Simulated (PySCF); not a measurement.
C₁₀H₉B, SMILES `Bc1cc2c(cccc2)cc1` (H–B–C–C torsion 0°), neutral singlet in the gas phase. 

Cartesian coordinates (Å):
```xyz
20

B      3.5501    -0.1973     0.5384
C      2.0346    -0.3556     0.3284
C      1.4447    -1.6171     0.0055
C      0.0927    -1.7504    -0.1804
C     -0.7711    -0.6285    -0.0572
C     -2.1727    -0.7272    -0.2424
C     -2.9785     0.3814    -0.1153
C     -2.4227     1.6425     0.2032
C     -1.0668     1.7704     0.3889
C     -0.2082     0.6465     0.2650
C      1.1906     0.7446     0.4497
H      4.2901    -1.1494     0.4331
H      4.0133     0.8869     0.8116
H      2.0965    -2.4890    -0.0929
H     -0.3432    -2.7223    -0.4268
H     -2.6050    -1.7004    -0.4885
H     -4.0575     0.2897    -0.2611
H     -3.0757     2.5127     0.3006
H     -0.6281     2.7409     0.6352
H      1.6171     1.7216     0.6961
```
Charge 0, spin multiplicity 1.

All levels are single points at this geometry (PBE0-D3(BJ)/def2-SVP); Pople sets use spherical d functions. Orbital energies aren't observables, and empty levels follow the basis.

SVWN5/6-31G* in PySCF gives dipole (D) = 2.54.

Problem. Estimate the dipole (D) from each of these levels: PBE0-D3(BJ)/def2-TZVP in PySCF; ωB97X-D3(BJ)/def2-TZVP in PySCF; B3LYP/6-31G* in PySCF; BP86/6-31G* in PySCF; M06-2X/6-31G* in PySCF; HF/3-21G in PySCF; HF/6-31G* in PySCF; HF/STO-3G in PySCF.

Solution. 
```json
[
 {"level": "PBE0-D3(BJ)/def2-TZVP in PySCF", "dipole (D)": "2.18"},
 {"level": "ωB97X-D3(BJ)/def2-TZVP in PySCF", "dipole (D)": "1.92"},
 {"level": "B3LYP/6-31G* in PySCF", "dipole (D)": "2.25"},
 {"level": "BP86/6-31G* in PySCF", "dipole (D)": "2.47"},
 {"level": "M06-2X/6-31G* in PySCF", "dipole (D)": "1.91"},
 {"level": "HF/3-21G in PySCF", "dipole (D)": "1.82"},
 {"level": "HF/6-31G* in PySCF", "dipole (D)": "1.77"},
 {"level": "HF/STO-3G in PySCF", "dipole (D)": "1.24"}
]
```
